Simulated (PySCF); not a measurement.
A GIAO shielding run with PySCF 2.14 (density fitting, non-relativistic, gas phase) on `C=C[C@@]1(OCC)[SiH2][C@@H]1C`, C7H14OSi:

```
$ OMP_NUM_THREADS=1 python probes_run.py task.json out

{"job": {"kind": "nmr", "xc": "PBE0", "basis": "pcSseg-1"}, "charge": 0, "multiplicity": 1}
C     -1.559575     2.438491    -0.867719
C     -0.499408     1.642622    -0.819614
C     -0.410903     0.353737    -0.125669
O      0.794581    -0.343750    -0.305635
C      1.909065     0.214369     0.347972
C      3.053565    -0.785200     0.284674
Si    -1.261602     0.059649     1.579423
C     -1.643470    -0.574060    -0.149366
C     -1.416106    -2.011055    -0.553603
H     -2.482672     2.198164    -0.367770
H     -1.540445     3.366197    -1.412283
H      0.406390     1.938369    -1.334588
H      2.209700     1.160304    -0.127494
H      1.646355     0.439898     1.396856
H      3.284360    -1.013537    -0.752373
H      2.769386    -1.707482     0.784438
H      3.936388    -0.373834     0.766213
H     -0.592848    -0.869508     2.470363
H     -2.058420     1.135008     2.135579
H     -2.476458    -0.128169    -0.684280
H     -1.192768    -2.070126    -1.618197
H     -0.575541    -2.435449    -0.012275
H     -2.304326    -2.607658    -0.351635
```

Hardware: 1 thread of an Arm Neoverse V1, shared host. The job also computes population analyses, field gradients, ring-centre shieldings.

Q: How large is the calculation?

A: 78 electrons, 230 basis functions and 1211 auxiliary functions.

Q: How long does it take, and how much memory does it need?

A: 59 s of wall time, with 14 SCF cycles and 5 response iterations; peak memory 1.1 GiB. Times on a shared host scatter by some tens of per cent.
